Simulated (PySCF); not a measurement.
H₄BFO₂Si, SMILES OB(O)[SiH2]F (PBE0/def2-SVP optimised geometry):

```
9

O      1.232    -1.536    -0.001
B      0.496    -0.401     0.000
O      1.112     0.811     0.002
Si    -1.531    -0.401     0.000
F     -1.846     1.219     0.000
H      2.180    -1.348    -0.002
H      0.473     1.536     0.002
H     -2.180    -0.988    -1.210
H     -2.179    -0.989     1.211
```

Calculation: PBE0/def2-TZVP in PySCF.

### Question
What are the frontier orbital energies and the dipole moment?

### Answer
HOMO-2 -9.73 eV, HOMO-1 -9.57 eV, HOMO -8.39 eV, LUMO -0.33 eV, LUMO+1 -0.21 eV; dipole moment 1.00 D.

Meta-Löwdin charges at PBE0/def2-TZVP: O1 -0.51, B2 0.26, O3 -0.51, Si4 0.76, F5 -0.53, H6 0.35, H7 0.37, H8 -0.09, H9 -0.09.
